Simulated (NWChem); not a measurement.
System: C2HBCl2; SMILES ClB(Cl)C#C

NWChem input:

```
start job
memory heap 200 mb stack 900 mb global 1100 mb
geometry units angstroms noautoz
  B      0.000547    -0.000020    -0.001314
  C      0.031447    -1.514583     0.001319
  C      0.054775    -2.731673     0.004305
  H      0.075336    -3.807552     0.007413
  Cl     1.490207     0.913895    -0.002596
  Cl    -1.526807     0.849820    -0.002624
end
basis spherical
  B library def2-svp
  C library def2-svp
  H library def2-svp
  Cl library def2-svp
end
dft
  xc xwpbe 0.80 cpbe96 1.0 hfexch 1.00
  cam 0.2 cam_alpha 0.2 cam_beta 0.8
  iterations 150
  mulliken
end
task dft energy
```

Parts of the log:

```
             Northwest Computational Chemistry Package (NWChem) 7.3.0
             --------------------------------------------------------

 CS  symmetry detected

                             Geometry "geometry" -> ""
                             -------------------------

 Output coordinates in angstroms (scale by  1.889725989 to convert to a.u.)

  No.       Tag          Charge          X              Y              Z
 ---- ---------------- ---------- -------------- -------------- --------------
    1 B                    5.0000     0.00086207    -0.01345624     0.00000000
    2 C                    6.0000     0.00920939    -1.52831369     0.00000000
    3 C                    6.0000     0.01441443    -2.74561956     0.00000000
    4 H                    1.0000     0.01895518    -3.82168936     0.00000000
    5 Cl                  17.0000     1.50396360     0.87817982     0.00000000
    6 Cl                  17.0000    -1.51366997     0.85903018     0.00000000

 Effective nuclear repulsion energy (a.u.)     208.4482525738

      Symmetry information
      --------------------

 Group name             Cs
 Group number              2
 Group order               2
 No. of unique centers     6

  pbe96 is a nonlocal functional; adding pw91lda local functional.

                                 NWChem DFT Module
                                 -----------------

 Summary of "ao basis" -> "ao basis" (spherical)
 ------------------------------------------------------------------------------
       Tag                 Description            Shells   Functions and Types
 ---------------- ------------------------------  ------  ---------------------
 B                          def2-svp                 6       14   3s2p1d
 C                          def2-svp                 6       14   3s2p1d
 H                          def2-svp                 3        5   2s1p
 Cl                         def2-svp                 8       18   4s3p1d

      Symmetry analysis of basis
      --------------------------

        a'         60
        a"         23

            General Information
            -------------------
          SCF calculation type: DFT
          Wavefunction type:  closed shell.
          No. of atoms     :     6
          No. of electrons :    52
           Alpha electrons :    26
            Beta electrons :    26
          Charge           :     0
          Spin multiplicity:     1
          Use of symmetry is: on ; symmetry adaption is: on
          Maximum number of iterations: 150
          AO basis - number of functions:    83
                     number of shells:    37
          Convergence on energy requested:  1.00D-06
          Convergence on density requested:  1.00D-05
          Convergence on gradient requested:  5.00D-04

              XC Information
              --------------
                     Hartree-Fock (Exact) Exchange  1.000
                     LC-wPBE(h)Exchange Functional  0.800
            Perdew 1991 LDA Correlation Functional  1.000 local
           PerdewBurkeErnz. Correlation Functional  1.000 non-local

           Range-Separation Parameters
           ---------------------------
           Alpha           :  0.20
           Beta            :  0.80
           Gamma           :  0.20
           Short-Range HF  :     F

             Grid Information
             ----------------
          Grid used for XC integration:  medium
          Radial quadrature: Mura-Knowles
          Angular quadrature: Lebedev.
          Tag              B.-S. Rad. Rad. Pts. Rad. Cut. Ang. Pts.
          ---              ---------- --------- --------- ---------
          B                   0.85       49          10.0       434
          C                   0.70       49          10.0       434
          H                   0.35       45          11.0       434
          Cl                  1.00       88          12.0       590
          Grid pruning is: on
          Number of quadrature shells:   368
          Spatial weights used:  Erf1

      Superposition of Atomic Density Guess
      -------------------------------------

 Sum of atomic energies:       -1018.89993314

      Non-variational initial energy
      ------------------------------

 Total energy =   -1020.771876
 1-e energy   =   -1818.148738
 2-e energy   =     588.928610
 HOMO         =      -0.354562
 LUMO         =      -0.037459

      Symmetry analysis of molecular orbitals - initial
      -------------------------------------------------

  Numbering of irreducible representations:

     1 a'          2 a"

  Orbital symmetries:

     1 a'          2 a'          3 a'          4 a'          5 a'
     6 a'          7 a'          8 a'          9 a'         10 a"
    11 a'         12 a"         13 a'         14 a'         15 a'
    16 a'         17 a'         18 a'         19 a'         20 a'
    21 a"         22 a"         23 a'         24 a'         25 a"
    26 a'         27 a"         28 a'         29 a'         30 a"
    31 a'         32 a'         33 a'         34 a'         35 a'
    36 a'

     ---------------------------------------------
      Total Density - Mulliken Population Analysis
     ---------------------------------------------

    Atom       Charge   Shell Charges
 -----------   ------   -------------------------------------------------------
    1 B    5     4.43   1.99  0.85  0.13  1.07  0.28  0.11
    2 C    6     6.14   1.99  1.00  0.37  2.00  0.75  0.03
    3 C    6     6.08   1.99  0.98  0.55  1.84  0.69  0.03
    4 H    1     0.88   0.63  0.22  0.03
    5 Cl  17    17.24   2.00  1.99  1.22  0.69  5.94  2.15  3.22  0.01
    6 Cl  17    17.24   2.00  1.99  1.22  0.69  5.94  2.15  3.22  0.01

[...]
```

Level: LRC-wPBEh/def2-SVP. Coordinates come from a PBE0/def2-SVP optimisation.
